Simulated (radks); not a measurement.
Spherical jellium clusters: N electrons in a uniform positive sphere of charge N and radius rs N^(1/3), rs = 5.82 bohr. Method: non-relativistic Kohn-Sham, LDA (Slater exchange, Perdew-Wang correlation), spin-polarised, spherical densities; computed with a radial shooting solver with Libxc functionals. Levels are named by radial order and angular momentum (1s, 1p, 1d, 2s, ...), and open shells are averaged over m.

N = 31, configuration 1s2 1p6 1d10 2s2 1f(up 7, down 4). This is the lowest configuration that the search found. Occupied and some empty levels:

| level | occupation | eigenvalue (eV) | <r> (bohr) |
|---|---|---|---|
| 1s up | 1 | -3.4175 | 10.86 |
| 1s down | 1 | -3.3677 | 10.42 |
| 1p up | 3 | -3.1203 | 12.96 |
| 1p down | 3 | -3.0453 | 12.79 |
| 1d up | 5 | -2.7507 | 14.14 |
| 1d down | 5 | -2.6652 | 14.09 |
| 2s up | 1 | -2.5937 | 10.62 |
| 2s down | 1 | -2.5555 | 10.93 |
| 1f up | 7 | -2.3045 | 15.00 |
| 1f down | 4 | -2.2156 | 15.02 |
| 2p up | 0 | -1.9709 | 11.91 |
| 2p down | 0 | -1.9356 | 11.98 |
| 1g up | 0 | -1.7872 | 15.74 |
| 1g down | 0 | -1.6989 | 15.79 |
| 2d up | 0 | -1.3317 | 13.68 |
| 2d down | 0 | -1.2904 | 13.70 |

Energy (eV): total -55.4809, kinetic 27.728, external -1713.6, Hartree 856.29, exchange-correlation -84.082, background 858.19.

Electron density:

| r (bohr) | n(r) (e/bohr^3) |
|---|---|
| 1.28 | 0.001730 |
| 2.72 | 0.001548 |
| 4.15 | 0.001304 |
| 5.58 | 0.001089 |
| 7.01 | 0.0009842 |
| 8.44 | 0.001024 |
| 9.87 | 0.001181 |
| 11.3 | 0.001383 |
| 12.7 | 0.001515 |
| 14.2 | 0.001461 |
| 15.6 | 0.001166 |
| 17.0 | 0.0007307 |
| 18.5 | 0.0003513 |
| 19.9 | 0.0001353 |
| 21.3 | 0.00004556 |
| 22.8 | 0.00001402 |
| 24.2 | 4.067e-06 |
| 25.6 | 1.139e-06 |
| 27.1 | 3.119e-07 |
| 28.5 | 8.424e-08 |
